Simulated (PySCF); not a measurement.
## MCd for M along the alkali metals

PBE0 with double-zeta basis sets in PySCF, for the lowest determinant that a PBE0 search found; no spin–orbit coupling. De refers to high-spin ground-configuration atoms. A positive dipole means M(−)Cd(+).

| M | basis | state (unpaired electrons) | Re (Å) | ωe (cm⁻¹) | De (eV) | μ (D) |
| --- | --- | --- | --- | --- | --- | --- |
| Li | def2-SVP | doublet (σ ↑) | 3.088 | 146 | 0.17 | -0.48 |
| Na | def2-SVP | doublet (σ ↑) | 3.483 | 66.3 | 0.12 | -0.68 |
| K | def2-SVP | doublet (σ ↑) | 4.006 | 44.3 | 0.09 | -0.93 |
| Rb | def2-SVP | doublet (σ ↑) | 4.178 | 31.3 | 0.08 | -0.86 |
| Cs | def2-SVP | doublet (σ ↑) | 4.400 | 26.7 | 0.07 | -0.95 |

Q: By what factor does the bond length vary along the series?

A: At PBE0 it runs from 3.088 Å (LiCd) to 4.400 Å (CsCd), a factor of 1.42.

Down a group the atoms grow and get heavier, so bonds lengthen and wavenumbers fall; this series shows no clear exception.

Weak bonds: CsCd, KCd, LiCd, NaCd, RbCd. Basis-set superposition, not corrected here, can be much of De in a small basis, most of all at correlated wavefunction levels. Functionals without a dispersion term scatter widely for such bonds, and LDA overbinds them. Spin–orbit coupling is left out. States were picked by a PBE0 search and need not be the measured ground states.
